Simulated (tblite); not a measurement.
Run record: tight-binding relaxation, `C=C1[C@@H](CCC=O)[SiH2]N1C`.

Computed with GFN2-xTB geometry optimisation, gas phase (tblite 0.8.0). Start geometry: from a force field or distance geometry. The command runs a driver script over a list of jobs; the input below is this job's line of settings and its coordinates in Å.

Command:
```bash
OMP_NUM_THREADS=1 python probes_run.py task.json out
```

Input:
```
{"job": {"kind": "relax", "xc": "GFN2-xTB", "basis": "xTB"}, "charge": 0, "multiplicity": 1}
C     -1.442800    -1.783900    -0.973800
C     -1.214200    -0.640300    -0.319000
C      0.010700    -0.187300     0.410400
C      1.326700    -0.494800    -0.265800
C      2.383500     0.082100     0.694600
C      3.766000    -0.138700     0.181200
O      4.273000    -1.242300     0.336400
Si    -0.518600     1.561000     0.031400
N     -1.960900     0.526900    -0.025900
C     -3.414200     0.699900     0.142600
H     -2.403300    -1.979900    -1.453100
H     -0.692500    -2.550300    -1.047000
H     -0.018100    -0.416200     1.491900
H      1.493400    -1.579200    -0.431100
H      1.339900     0.040100    -1.235900
H      2.216000    -0.470000     1.664900
H      2.119800     1.136700     0.839600
H      4.335000     0.647800    -0.311900
H     -0.399500     2.413600     1.207000
H     -0.074500     2.108500    -1.245500
H     -3.585600     1.793200     0.032900
H     -3.649600     0.402200     1.172300
H     -3.894900     0.097700    -0.613200
```

Output:
```
step      E/eV     max force
  0    -823.51262    2.546
  1    -823.70157    2.702
  2    -823.84068    0.667
  3    -823.90623    0.489
  4    -823.97291    0.690
  5    -824.00662    0.745
  6    -824.05222    0.596
  7    -824.10842    0.490
  8    -824.13978    0.354
  9    -824.15895    0.266
... (115 lines left out)
125    -824.58321    0.017
126    -824.58325    0.014
127    -824.58330    0.014
128    -824.58334    0.013
129    -824.58338    0.015
130    -824.58342    0.015
131    -824.58346    0.017
132    -824.58350    0.013
133    -824.58353    0.011
134    -824.58354    0.008
```

«max force» is the largest atomic force in eV/Å.

**Question.** From which step on does the largest force stay under 0.1 eV/Å, and how much energy is left to gain from there?

**Answer.** From step 94 (0.065 eV/Å), 4.3 meV above the end.

Summary of the converged run: energy lowered by 24.7 kcal/mol over 134 steps; largest atomic force 0.008 eV/Å at the end.

The run took 1.5 s of wall time on one thread of an Arm Neoverse V1, no GPU, on a shared host.
Labels such as C1 count atoms from 1, the log's own numbers from 0.
